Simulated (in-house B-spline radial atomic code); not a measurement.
# RPA and G0W0 on wB97X: the boron ion B⁴⁺

Configuration 1s1, highest spin, mean-field start wB97X. Computed with an all-electron radial atomic-structure program (B-spline basis): all electrons, scalar-relativistic (spin-free one-electron X2C), finite nucleus, each spin shell either full or empty, empty states to l = 9 with an (l + 1/2)⁻⁴ tail; G0W0 by contour deformation at full frequency.

With one electron the exact correlation energy is zero, so what RPA and GW give is self-correlation.

Command:
```bash
python run_gw.py task.json out
```
Settings (radii: box in bohr, nucleus in fm):
```
Z                        5
electrons                1
configuration            1s1
hamiltonian              x2c
method                   wb97x
lmax                     9
rms_radius               2.406
spin_polarised           True
box_radius               11.96
intervals                70
ion_configuration        bare nucleus
```

Run time, properties included: 0.8 s on 1 thread of Arm Neoverse V1 (shared host).

Energies (hartree):

```tsv
term	value
mean-field total	-12.52339
Hartree-Fock functional on these orbitals	-12.50377
direct second order	-0.022763
second-order exchange	0.022764
SOSEX correction	0.022224
```

What is the RPA correlation energy, and what remains with SOSEX?

RPA gives -0.022223 hartree (-0.605 eV per electron); RPA + SOSEX gives 0, and the second-order doubles 0 hartree (no singles). SOSEX takes back 100 % of the RPA value.

Quasi-particle levels (eV):

```csv
level,occupied,mean field,Σx - vxc,Σc,QP weight,G0W0
1s up,yes,-317.56,-22.69,?,?,?
1s down,no,-256.75,0.00,-2.34,0.996,-259.09
```

G0W0 = mean field + (Σx - vxc) + Σc, with Σc (partial-wave tail included) taken at the quasi-particle energy.

Where does G0W0 put 1s up?

At -339.98 eV, with Σc = 0.26 eV and a quasi-particle weight of 0.995. The tabulated removal energy is 340.226 eV (NIST, tabulated theory).

What does it cost to remove one electron (to the bare nucleus) by differences of total energies, each species on its own start (correlation terms add to the Hartree-Fock functional)?

wB97X 340.78 eV, Hartree-Fock functional 340.24 eV, + RPA 340.85 eV, + RPA + SOSEX 340.24 eV, + second order 340.24 eV. Tabulated: 340.226 eV (NIST, tabulated theory).
